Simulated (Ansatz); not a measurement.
SiSe, closed-shell singlet (the spin of the measured ground state), most abundant isotopes (27.9769 and 79.9165 u). Constants from fifth-degree fits in 1/R to seven points on the lowest solution found; no spin–orbit coupling, no relativity up to Kr; ω_e x_e and α_e move by some per cent with the fit.

Correlated levels freeze the inner cores; with def2 sets outer-core shells near the valence are correlated too. CBS(a, b) extrapolates the correlation energy as X⁻³ and adds the Hartree–Fock energy of set b.

Programs: Ansatz (a first-principles code). 

```tsv
level	r_e (Å)	ω_e (cm⁻¹)	ω_e x_e (cm⁻¹)	α_e (cm⁻¹)
PBE/def2-TZVPP	2.0853	560.9	1.54	0.000743
CCSD(T)/CBS(def2-TZVPP, def2-QZVPP)	2.0613	587.0	1.65	0.000753
```

D_e from total energies of the atoms and the molecule: 5.82 eV at PBE/def2-TZVPP; 5.73 eV at CCSD(T)/CBS(def2-TZVPP, def2-QZVPP).

Derive the rotational constants, the centrifugal constant, the fundamental, the zero-point energy and the force constant, and test the Morse rule for the well depth.


μ = 20.72247 u.
- PBE/def2-TZVPP: B_e = 16.8576/(μ r_e²) = 0.18707 cm⁻¹; B₀ = B_e − α_e/2 = 0.18670 cm⁻¹; D = 4B_e³/ω_e² = 8.32e-08 cm⁻¹; fundamental ω_e − 2ω_e x_e = 558 cm⁻¹; zero-point energy ω_e/2 − ω_e x_e/4 = 280 cm⁻¹; k = μ(2πcω_e)² = 384 N/m; the line J = 1 ← 0 at 2B₀ = 11.19 GHz; a Morse well would hold ω_e²/(4ω_e x_e) = 6.33 eV against the computed D_e of 5.82 eV
- CCSD(T)/CBS(def2-TZVPP, def2-QZVPP): B_e = 16.8576/(μ r_e²) = 0.19145 cm⁻¹; B₀ = B_e − α_e/2 = 0.19108 cm⁻¹; D = 4B_e³/ω_e² = 8.15e-08 cm⁻¹; fundamental ω_e − 2ω_e x_e = 584 cm⁻¹; zero-point energy ω_e/2 − ω_e x_e/4 = 293 cm⁻¹; k = μ(2πcω_e)² = 421 N/m; the line J = 1 ← 0 at 2B₀ = 11.46 GHz; a Morse well would hold ω_e²/(4ω_e x_e) = 6.49 eV against the computed D_e of 5.73 eV

Measured for the ground state: r_e 2.0583 Å [microwave values compiled in ACS Omega 2, 8373 (2017)].
